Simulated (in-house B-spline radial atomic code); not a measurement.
Checks on a self-consistent run for W⁸⁺, [Kr] 4d10 4f14 5s2 5p3 6g1. Method: Dirac-Hartree-Fock, average of configuration, Fermi nucleus of rms radius 5.3658 fm. Calculated with a B-spline radial code for spherical atoms.

```json
{"orbital": "1s1/2", "q": "2", "ε (Eh)": "-2576.38486", "<1/r>": "87.0378", "<r²>": "0.000462996", "small-component weight": "0.077878"}
{"orbital": "2s1/2", "q": "2", "ε (Eh)": "-453.84806", "<1/r>": "21.1982", "<r²>": "0.00705394", "small-component weight": "0.017672"}
{"orbital": "2p1/2", "q": "2", "ε (Eh)": "-433.28212", "<1/r>": "21.119", "<r²>": "0.00505412", "small-component weight": "0.017694"}
{"orbital": "2p3/2", "q": "4", "ε (Eh)": "-383.46079", "<1/r>": "17.7609", "<r²>": "0.00624965", "small-component weight": "0.015984"}
{"orbital": "3s1/2", "q": "2", "ε (Eh)": "-110.58950", "<1/r>": "7.79641", "<r²>": "0.045912", "small-component weight": "0.0058398"}
{"orbital": "3p1/2", "q": "2", "ε (Eh)": "-101.46583", "<1/r>": "7.69663", "<r²>": "0.0422635", "small-component weight": "0.0057659"}
{"orbital": "3p3/2", "q": "4", "ε (Eh)": "-90.52348", "<1/r>": "6.83338", "<r²>": "0.0487707", "small-component weight": "0.0052842"}
{"orbital": "3d3/2", "q": "4", "ε (Eh)": "-75.38733", "<1/r>": "6.7079", "<r²>": "0.0379458", "small-component weight": "0.0051408"}
{"orbital": "3d5/2", "q": "6", "ε (Eh)": "-73.03121", "<1/r>": "6.50363", "<r²>": "0.0397374", "small-component weight": "0.0050052"}
{"orbital": "4s1/2", "q": "2", "ε (Eh)": "-27.90922", "<1/r>": "3.24942", "<r²>": "0.228342", "small-component weight": "0.0018887"}
{"orbital": "4p1/2", "q": "2", "ε (Eh)": "-24.07831", "<1/r>": "3.13343", "<r²>": "0.236713", "small-component weight": "0.0017942"}
{"orbital": "4p3/2", "q": "4", "ε (Eh)": "-21.51916", "<1/r>": "2.84989", "<r²>": "0.269994", "small-component weight": "0.0016272"}
{"orbital": "4d3/2", "q": "4", "ε (Eh)": "-15.23734", "<1/r>": "2.63595", "<r²>": "0.293807", "small-component weight": "0.0014345"}
{"orbital": "4d5/2", "q": "6", "ε (Eh)": "-14.75776", "<1/r>": "2.56465", "<r²>": "0.30665", "small-component weight": "0.0013851"}
{"orbital": "4f5/2", "q": "6", "ε (Eh)": "-6.79630", "<1/r>": "2.15165", "<r²>": "0.401747", "small-component weight": "0.001018"}
{"orbital": "4f7/2", "q": "8", "ε (Eh)": "-6.70784", "<1/r>": "2.12309", "<r²>": "0.41227", "small-component weight": "0.00099738"}
{"orbital": "5s1/2", "q": "2", "ε (Eh)": "-7.90223", "<1/r>": "1.31182", "<r²>": "1.17006", "small-component weight": "0.00045952"}
{"orbital": "5p1/2", "q": "1", "ε (Eh)": "-6.70645", "<1/r>": "1.21773", "<r²>": "1.33564", "small-component weight": "0.00040858"}
{"orbital": "5p3/2", "q": "2", "ε (Eh)": "-6.25511", "<1/r>": "1.12961", "<r²>": "1.50213", "small-component weight": "0.00036912"}
{"orbital": "6g7/2", "q": "0.44444", "ε (Eh)": "-1.14236", "<1/r>": "0.262446", "<r²>": "25.5719", "small-component weight": "3.314e-05"}
{"orbital": "6g9/2", "q": "0.55556", "ε (Eh)": "-1.14260", "<1/r>": "0.262568", "<r²>": "25.5565", "small-component weight": "3.3178e-05"}
```

Electron-electron repulsion V_ee = 5677.4737 hartree.

(1) What total energy follows from the eigenvalues?

(2) Does the Dirac virial theorem hold?

(3) What diamagnetic shielding (Lamb formula) and susceptibility (Langevin formula) do the radii give?

Results:

(1) The eigenvalues count the repulsion twice, so E = Σqε - V_ee = -10456.966 - 5677.474 = -16134.440 hartree; the run printed -16134.440.

(2) For a point nucleus E = -2c²Σq·w, with w the small-component weight. Here Σq·w = 0.42948 and c = 137.0360, so the ratio E/(-2c²Σq·w) is 1.000263; the finite nucleus accounts for the departure from 1.

(3) σ = (α²/3)Σq<1/r> = 540.281/(3·137.036²) = 9590.2 ppm, and χ = -0.79199×10⁻⁶·Σq<r²> = -34.68×10⁻⁶ cm³/mol with Σq<r²> = 43.789 bohr². Both are non-relativistic formulas without the paramagnetism of open shells; for so heavy an element the full relativistic shielding is larger by tens of per cent.
